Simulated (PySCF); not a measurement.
Structure problem from calculated spectra and properties.

Formula: C4HF4PS.

| Property | Result |
| --- | --- |
| Dipole | 2.88 D [B3LYP/def2-SVPD] |
| Polarisability | 89.8 au [B3LYP/def2-SVPD] |
| 13C NMR | chemical shifts (computed TMS as zero) by class: 194.8 (1 C), 165.9 (1 C), 133.8 (1 C), 126.0 (1 C) ppm [GIAO PBE0/pcSseg-1] |
| UV, first state | lowest singlet excitation: 4.77 eV (260 nm, f = 0.071) [TDDFT B3LYP/def2-SVPD] |
| Valence photoelectron | vertical ionisation energy: 9.61 eV [ΔSCF B3LYP/def2-SVPD] |
| UV, strongest line | among the 10 lowest singlet transitions: S7 at 6.49 eV (191 nm, f = 0.185) [TDDFT B3LYP/def2-SVPD] |
| Triplet | lowest triplet excitation (Tamm–Dancoff): 3.20 eV [TDA B3LYP/def2-SVPD] |
| Rotational structure | rotational constants A, B, C: 1.648, 0.830, 0.610 GHz [PBE0-D3(BJ)/def2-SVP] |
| 1H NMR | chemical shifts (computed TMS as zero) by class: 8.44 (1 H) ppm [GIAO PBE0/pcSseg-1] |
| NMR, other nuclei | isotropic shieldings of nuclei other than C and H, by class: 245 (3 F), 278 (1 F), 115 (1 P), 211 (1 S) ppm [GIAO PBE0/pcSseg-1] |

The electronic properties come from PySCF, for the isolated species, density fitting. Levels stand in brackets. NMR shifts are as computed; neighbouring signals can stand in another order in a measured spectrum. Isolated species at its PBE0-D3(BJ)/def2-SVP geometry, gas phase. NMR values are class means; diastereotopic atoms form classes of their own.

**Question.** Propose a structure and show how it fits.

**Answer.** Numbering: `[F:1][c:2]1[p:3][cH:4][s:5][c:6]1[C:7]([F:8])([F:9])[F:10]`. 4 carbons fall into 4 classes; from least to most shielded: aromatic C–F carbon [C2] (194.8 ppm), aromatic CH next to a ring sulfur [C4] (165.9 ppm), substituted aromatic carbon [C6] (133.8 ppm), CF3 carbon [C7] (126.0 ppm). The one hydrogen (8.44 ppm): aromatic hydrogen. The other shieldings belong to: 245 ppm, fluorine of a CF3 group [F8/F9/F10]; 278 ppm, aryl fluorine [F1]; 115 ppm, phosphorus bonded to 2 C [P3]; 211 ppm, thiophene-type sulfur [S5]. The first electron is taken from the HOMO, whose largest Löwdin shares are 0.33 on the phosphorus bonded to 2 C, 0.25 on the thiophene-type sulfur, 0.17 on the aromatic CH next to a ring sulfur and 0.13 on the aromatic C–F carbon. By its constants the optimised geometry is an asymmetric top. Structure: `c1(pcsc1C(F)(F)F)F`. The assignments are read from this structure; whether some other isomer fits the data as well wasn't checked.

The values belong to the conformer `[F:1][c:2]1[p:3][cH:4][s:5][c:6]1[C:7]([F:8])([F:9])[F:10]`: S5–C6–C7–F8 -114°.
